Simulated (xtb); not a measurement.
Al(All)(Cl)(H) (C3H6AlCl), SMILES C=C[CH2][AlH][Cl]. All values are semi-empirical tight-binding results from xtb (GFN2-xTB unless named), good for trends rather than for accurate numbers. Geometry: GFN2-xTB. The structure was generated by enumeration; whether it is a known compound was not checked. Other conformers were not sampled.

Optimised geometry:

Bond lengths (Å): Al1–C2 2.013, Al1–Cl10 2.026, Al1–H11 1.536, C2–C3 1.489, C2–H5 1.095, C2–H6 1.098, C3–C4 1.326, C3–H7 1.083, C4–H8 1.080, C4–H9 1.076. Angles (°): C2–Al1–Cl10 126.2, C2–Al1–H11 116.4, Cl10–Al1–H11 117.4, Al1–C2–C3 103.3, Al1–C2–H5 115.8, Al1–C2–H6 109.2, C3–C2–H5 111.6, C3–C2–H6 110.2, H5–C2–H6 106.7, C2–C3–C4 123.6, C2–C3–H7 116.6, C4–C3–H7 119.7, C3–C4–H8 120.9, C3–C4–H9 122.4, H8–C4–H9 116.7.

For metal compounds this method's bond lengths and energies can be far off.

Computed properties:
```
Property                                       Value
-------------------------------------  -------------
orbital gap                                  3.92 eV
zero-point energy                      47.0 kcal/mol
G − E(el) at 298.15 K (modified RRHO)  26.6 kcal/mol
```

Computed atomic charges and the Wiberg bond orders between heavy atoms:
charges (e) Al1 0.34, C2 -0.16, C3 -0.02, C4 -0.10, H5 0.06, H6 0.06, H7 0.03, H8 0.04, H9 0.04, Cl10 -0.16, H11 -0.13. Bond orders Al1–C2 0.94, C2–C3 1.04, C3–C4 1.90, Al1–Cl10 1.37.
